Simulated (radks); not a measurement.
The numbers below are computed, except where a source is named.
How relativity changes the ionisation of the rhodium ion Rh3+ ([Kr] 4d6) to Rh4+ ([Kr] 4d5). Spin-unpolarised spherical Kohn-Sham, PBE, point nucleus unless stated (finite: rms radius 4.4945 fm), a radial shooting solver on a logarithmic mesh with Libxc functionals. A level marked "c x" has the speed of light scaled by that factor and shares open shells by 2j + 1; other Dirac levels either fill j = l - 1/2 first or share by 2j + 1.

level,E(Rh3+) (hartree),E(Rh4+) (hartree),IE (eV),HOMO,<r> HOMO (bohr)
non-rel.,-4685.41287,-4683.66767,47.489,4d,1.357
scalar-rel.,-4781.93013,-4780.20488,46.946,4d,1.368
"scalar-rel., finite nucleus",-4781.84516,-4780.11990,46.947,4d,1.368
"Dirac, 2j+1 shares",-4782.84060,-4781.11556,46.941,4d5/2,1.374
"Dirac, low j first",-4782.86945,-4781.15506,46.651,4d5/2,1.375
"Dirac, 2j+1 shares, finite nucleus",-4782.75544,-4781.03039,46.941,4d5/2,1.374
"Dirac, c x 0.75",-4866.58911,-4864.87967,46.516,4d5/2,1.387
"Dirac, c x 3",-4695.73443,-4693.99147,47.428,4d5/2,1.359
"Dirac, c x 10",-4686.33700,-4684.59200,47.484,4d5/2,1.357

NIST Atomic Spectra Database: 42 eV (theoretical). The relativistic part of the total energy of Rh3+ is -97.34 hartree (Dirac, 2j+1 shares, finite nucleus), 2.1 % of the non-relativistic value. Spin polarisation and multiplet splitting of open shells are left out at every level.

Beside tabulated values, note that relativity, absent from the non-relativistic runs, is large for the heavy elements, and spin-unpolarised runs miss the spin-polarisation part of the exchange energy of open shells.
